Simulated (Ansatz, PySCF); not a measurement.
Reaction R1 + R2 → P1, each structure at its B3LYP-D3(BJ)/def2-TZVP stationary point, reached from a drawn start (curvature not checked).
P1: CH4O2 (SMILES OCO), charge 0, multiplicity 1.
R1: CH2O (SMILES C=O), charge 0, multiplicity 1.
R2, H2O (SMILES O) (charge 0, multiplicity 1, Z-matrix in Å and degrees):
```
O
H 1 0.9627
H 1 0.9627 2 105.24
```

P less R. No zero-point or thermal terms.

Cores are frozen in the correlated methods. CBS(a, b) extrapolates the correlation energy as X⁻³ and adds the Hartree–Fock energy of set b.

The values were computed with Ansatz (a program for electronic structure) with Gaussian orbitals; PySCF for the D3/D4 terms. No computed number here is a measurement.

Q: What reaction energy does HF/aug-cc-pVQZ give?

A: -46 kJ/mol

Q: What is the computed reaction energy (CCSD(T)/CBS(aug-cc-pVTZ, aug-cc-pVQZ))?

A: -61 kJ/mol

Q: What is the computed reaction energy (r2SCAN-D4/def2-TZVPPD)?

A: -71 kJ/mol
